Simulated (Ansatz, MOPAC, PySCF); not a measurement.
Noncovalent pair: H2 (SMILES [H][H]) (first 2 atoms) with CH3NO (SMILES NC=O); geometry from B3LYP-D3(BJ)/def2-TZVP, rigid monomers moved along the line of their centres of mass till H1···O5 is 3.61 Å.
(charge 0, multiplicity 1):
| atom | x (Å) | y (Å) | z (Å) |
|---|---|---|---|
| H | -0.3146 | -0.2150 | 0.4739 |
| H | 0.0056 | -0.0064 | -0.1675 |
| N | 1.0287 | 0.7495 | 4.3453 |
| C | -0.0460 | 0.0366 | 4.7616 |
| O | -0.8374 | -0.5162 | 4.0313 |
| H | 1.2087 | 0.8458 | 3.3590 |
| H | 1.6496 | 1.1864 | 5.0029 |
| H | -0.1321 | 0.0077 | 5.8631 |

Monomers are frozen at their geometry in the pair; levels with a basis set take the counterpoise correction. Rows marked so take none.

Cores are frozen in the correlated methods. Rows in 6-31G* carry no dispersion term and start afresh at each structure (6-31G* with six Cartesian d functions). MP2/6-31G* freezes PySCF's default core. The state that PM6 reach isn't checked.

Codes used: Ansatz (Gaussian basis) for Hartree–Fock, density functionals and correlated methods; MOPAC for PM6 (differences of heats of formation); PySCF for 6-31G* rows, the dispersion terms. Each number belongs to the level named beside it.

| level | interaction energy (meV) |
|---|---|
| PM6 | -1.1 |
| HF/6-31G* | -8.1 |
| r2SCAN-D4/def2-TZVPPD | -16.7 |
| PBE0/def2-TZVPPD | -16.6 |
| PBE0-D3(BJ)/def2-TZVPPD | -22.7 |
| M06-2X/6-31G* (no counterpoise) | -23.6 |
| MP2/6-31G* | -9.5 |
| SCS-MP2/aug-cc-pVDZ | ? |
| SCS-MP2/aug-cc-pVTZ | -16.8 |

**Question.** Fill in the missing entries.

**Answer.** 
- SCS-MP2/aug-cc-pVDZ, interaction energy (meV): -15.2

Ansatz is a first-principles code.
